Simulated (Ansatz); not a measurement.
## SnH2 (SMILES [H][Sn][H]): methods side by side

SnH2: 3 atoms, total charge 0, spin state singlet. As SMILES, `[H][Sn][H]`. The shape comes from GFN2-xTB, which is rough for such elements, and wasn't checked as a minimum.

```
atom    x (Å)    y (Å)    z (Å)
  Sn   0.0052  -0.0089  -0.8701
   H   1.2365  -0.0178   0.4428
   H  -1.2416   0.0266   0.4273
```

Each level gives the energy change with the Sn1–H2 bond stretched from 1.800 to 4.500 Å (eV). The values are calculated.

```tsv
level	kind	program	value (eV)	less FCI/STO-3G	CPU time (all runs)
HF/STO-3G (restricted)	Hartree–Fock	Ansatz	8.82	+4.92	0.86 s
r2SCAN/STO-3G (restricted)	meta-GGA	Ansatz	6.17	+2.27	7.7 s
B3LYP/STO-3G (restricted)	global hybrid	Ansatz	6.38	+2.48	2.9 s
BHLYP/STO-3G (restricted)	global hybrid	Ansatz	7.39	+3.49	2.8 s
r2SCAN0/STO-3G (restricted)	hybrid meta-GGA	Ansatz	6.88	+2.98	8.2 s
wB97X/STO-3G (restricted)	range-separated hybrid	Ansatz	7.79	+3.89	10 s
CCSDT(Q)/STO-3G (restricted)	coupled cluster or CI	Ansatz	3.91	+0.01	2.3 s
CCSDTQ/STO-3G (restricted)	coupled cluster or CI	Ansatz	3.90	0.00	19 s
FCI/STO-3G	exact in the basis	Ansatz	3.90	0.00	2.6 s
```

FCI/STO-3G is exact within its basis and frozen core, so for wave-function methods in that basis the difference is their error; functionals converge differently with the basis, so for them it is only a difference. Spin-restricted single references rise too steeply as a bond breaks, Hartree–Fock most of all. Perturbation and coupled-cluster corrections on them can overshoot downwards. All-electron rows without a relativistic Hamiltonian named are non-relativistic. The first shape isn't each level's own minimum. The values span 3.90 to 8.82 eV. All rows use very small basis sets, so even the best lies far from the true value. In the correlated wave-function rows the outer d shell of Sn is correlated, in sets not made for it. CPU times are rough (shared hosts, several kinds of processor): they show what a rung costs within a factor of a few.
